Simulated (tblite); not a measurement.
Parent: `[CH3:1][C@@H:2]([OH:3])[C@H:4]1[CH2:5][CH2:6][SiH2:7]1` with C1–C2–O3–H 61°, C1–C2–C4–C5 75°, C2–C4–C5–C6 129°, C4–C5–C6–Si7 -9°, C5–C6–Si7–C4 7°, C2–C4–Si7–C6 -127°, C5H12OSi.

Computed geometry: GFN2-xTB, gas phase. One conformer each, not checked by frequencies here.

```tsv
coordinate of the parent	value
C1–C2	1.528 Å
C2–O3	1.416 Å
C2–C4	1.525 Å
C4–C5	1.543 Å
C5–C6	1.543 Å
C6–Si7	1.915 Å
C4–Si7	1.919 Å
C1–C2–O3	111.4°
C1–C2–C4	112.0°
O3–C2–C4	110.2°
C2–C4–C5	115.9°
C2–C4–Si7	115.9°
C5–C4–Si7	91.4°
C4–C5–C6	99.9°
C5–C6–Si7	91.5°
C4–Si7–C6	76.1°
```

Q: How does the shared frame change in `[OH:1][CH2:2][C@H:3]1[CH2:4][CH2:5][SiH2:6]1` with H–O1–C2–C3 -57°, O1–C2–C3–C4 -166°, C4H10OSi? Atoms pair as C2 = C2, O3 = O1, C4 = C3, C5 = C4, C6 = C5, Si7 = Si6 (parent first).

A: 
```
   parent   relative  value in the relative  change
    C2–O3      C2–O1                1.411 Å  -0.005
    C2–C4      C2–C3                1.521 Å  -0.004
    C4–C5      C3–C4                1.543 Å   0.000
    C5–C6      C4–C5                1.544 Å  +0.001
   C6–Si7     C5–Si6                1.915 Å   0.000
   C4–Si7     C3–Si6                1.921 Å  +0.002
 O3–C2–C4   O1–C2–C3                 111.9°    +1.7
 C2–C4–C5   C2–C3–C4                 114.9°    -1.0
C2–C4–Si7  C2–C3–Si6                 115.8°    -0.1
C5–C4–Si7  C4–C3–Si6                  91.5°    +0.1
 C4–C5–C6   C3–C4–C5                 100.2°    +0.3
C5–C6–Si7  C4–C5–Si6                  91.7°    +0.2
C4–Si7–C6  C3–Si6–C5                  76.2°    +0.1
```

Of the parent's bonds, C2–O3 and C2–C4 change most and about equally (-0.005 to -0.004 Å). Point group C1 → C1.

Q: How does the shared frame change in `[CH3:1][C@@H:2]([SH:3])[C@@H:4]1[CH2:5][CH2:6][SiH2:7]1` with C1–C2–S3–H 66°, C1–C2–C4–C5 177°, C2–C4–C5–C6 -133°, C4–C5–C6–Si7 11°, C5–C6–Si7–C4 -9°, C2–C4–Si7–C6 129°, C5H12SSi? Atoms pair as C1 = C1, C2 = C2, C4 = C4, C5 = C5, C6 = C6, Si7 = Si7 (parent first).

A: 
```
   parent   relative  value in the relative  change
    C1–C2      C1–C2                1.519 Å  -0.009
    C2–C4      C2–C4                1.511 Å  -0.014
    C4–C5      C4–C5                1.544 Å  +0.001
    C5–C6      C5–C6                1.543 Å   0.000
   C6–Si7     C6–Si7                1.908 Å  -0.007
   C4–Si7     C4–Si7                1.924 Å  +0.005
 C1–C2–C4   C1–C2–C4                 112.5°    +0.5
 C2–C4–C5   C2–C4–C5                 115.5°    -0.4
C2–C4–Si7  C2–C4–Si7                 118.3°    +2.4
C5–C4–Si7  C5–C4–Si7                  90.7°    -0.7
 C4–C5–C6   C4–C5–C6                 100.1°    +0.2
C5–C6–Si7  C5–C6–Si7                  91.3°    -0.2
C4–Si7–C6  C4–Si7–C6                  76.2°    +0.1
```

Of the parent's bonds, C2–C4 changes most (-0.014 Å). Bonds of the relative outside the shared frame: C2–S3 1.847 Å. Point group C1 → C1.

Q: How does the shared frame change in `[CH3:1][CH2:2][C@@H:3]([OH:4])[C@H:5]1[CH2:6][CH2:7][SiH2:8]1` with C1–C2–C3–O4 61°, C2–C3–O4–H 61°, C2–C3–C5–C6 77°, C3–C5–C6–C7 129°, C5–C6–C7–Si8 -9°, C6–C7–Si8–C5 8°, C3–C5–Si8–C7 -128°, C6H14OSi? Atoms pair as C1 = C2, C2 = C3, O3 = O4, C4 = C5, C5 = C6, C6 = C7, Si7 = Si8 (parent first).

A: 
| parent | relative | value in the relative | change |
| --- | --- | --- | --- |
| C1–C2 | C2–C3 | 1.533 Å | +0.005 |
| C2–O3 | C3–O4 | 1.416 Å | 0.000 |
| C2–C4 | C3–C5 | 1.525 Å | 0.000 |
| C4–C5 | C5–C6 | 1.543 Å | 0.000 |
| C5–C6 | C6–C7 | 1.543 Å | 0.000 |
| C6–Si7 | C7–Si8 | 1.915 Å | 0.000 |
| C4–Si7 | C5–Si8 | 1.919 Å | 0.000 |
| C1–C2–O3 | C2–C3–O4 | 111.6° | +0.2 |
| C1–C2–C4 | C2–C3–C5 | 112.0° | 0.0 |
| O3–C2–C4 | O4–C3–C5 | 110.0° | -0.2 |
| C2–C4–C5 | C3–C5–C6 | 116.2° | +0.3 |
| C2–C4–Si7 | C3–C5–Si8 | 115.6° | -0.3 |
| C5–C4–Si7 | C6–C5–Si8 | 91.3° | -0.1 |
| C4–C5–C6 | C5–C6–C7 | 99.9° | 0.0 |
| C5–C6–Si7 | C6–C7–Si8 | 91.5° | 0.0 |
| C4–Si7–C6 | C5–Si8–C7 | 76.1° | 0.0 |

Of the parent's bonds, C1–C2 changes most (+0.005 Å). Bonds of the relative outside the shared frame: C1–C2 1.524 Å. Point group C1 → C1.

Q: How does the shared frame change in `[CH3:1][O:2][C@@H:3]1[CH2:4][C@@H:5]([C@@H:6]([CH3:7])[OH:8])[SiH2:9]1` with C1–O2–C3–C4 178°, C4–C5–C6–C7 180°, C5–C6–O8–H -59°, C6H14O2Si? Atoms pair as C1 = C7, C2 = C6, O3 = O8, C4 = C5, C5 = C4, C6 = C3, Si7 = Si9 (parent first).

A: 
```
   parent   relative  value in the relative  change
    C1–C2      C7–C6                1.529 Å  +0.001
    C2–O3      C6–O8                1.413 Å  -0.003
    C2–C4      C6–C5                1.530 Å  +0.005
    C4–C5      C5–C4                1.546 Å  +0.003
    C5–C6      C4–C3                1.539 Å  -0.004
   C6–Si7     C3–Si9                1.933 Å  +0.018
   C4–Si7     C5–Si9                1.916 Å  -0.003
 C1–C2–O3   C7–C6–O8                 111.2°    -0.2
 C1–C2–C4   C7–C6–C5                 110.8°    -1.2
 O3–C2–C4   O8–C6–C5                 111.5°    +1.3
 C2–C4–C5   C6–C5–C4                 113.1°    -2.8
C2–C4–Si7  C6–C5–Si9                 116.3°    +0.4
C5–C4–Si7  C4–C5–Si9                  91.3°    -0.1
 C4–C5–C6   C5–C4–C3                 100.8°    +0.9
C5–C6–Si7  C4–C3–Si9                  91.0°    -0.5
C4–Si7–C6  C5–Si9–C3                  76.3°    +0.2
```

Of the parent's bonds, C6–Si7 changes most (+0.018 Å). Bonds of the relative outside the shared frame: C1–O2 1.396, O2–C3 1.418 Å. Point group C1 → C1.

Q: How does the shared frame change in `[CH3:1][C@@H:2]([OH:3])[C@H:4]1[CH:5]=[CH:6][SiH2:7]1` with C1–C2–O3–H -53°, C1–C2–C4–C5 79°, C5H10OSi? Atoms pair as C1 = C1, C2 = C2, O3 = O3, C4 = C4, C5 = C5, C6 = C6, Si7 = Si7 (parent first).

A: 
| parent | relative | value in the relative | change |
| --- | --- | --- | --- |
| C1–C2 | C1–C2 | 1.529 Å | +0.001 |
| C2–O3 | C2–O3 | 1.417 Å | +0.001 |
| C2–C4 | C2–C4 | 1.522 Å | -0.003 |
| C4–C5 | C4–C5 | 1.505 Å | -0.038 |
| C5–C6 | C5=C6 | 1.335 Å | -0.208 |
| C6–Si7 | C6–Si7 | 1.895 Å | -0.020 |
| C4–Si7 | C4–Si7 | 1.935 Å | +0.016 |
| C1–C2–O3 | C1–C2–O3 | 111.3° | -0.1 |
| C1–C2–C4 | C1–C2–C4 | 112.3° | +0.3 |
| O3–C2–C4 | O3–C2–C4 | 106.6° | -3.6 |
| C2–C4–C5 | C2–C4–C5 | 115.1° | -0.8 |
| C2–C4–Si7 | C2–C4–Si7 | 115.9° | 0.0 |
| C5–C4–Si7 | C5–C4–Si7 | 87.7° | -3.7 |
| C4–C5–C6 | C4–C5–C6 | 105.4° | +5.5 |
| C5–C6–Si7 | C5–C6–Si7 | 94.6° | +3.1 |
| C4–Si7–C6 | C4–Si7–C6 | 72.4° | -3.7 |

Of the parent's bonds, C5–C6 changes most (-0.208 Å). Point group C1 → C1.
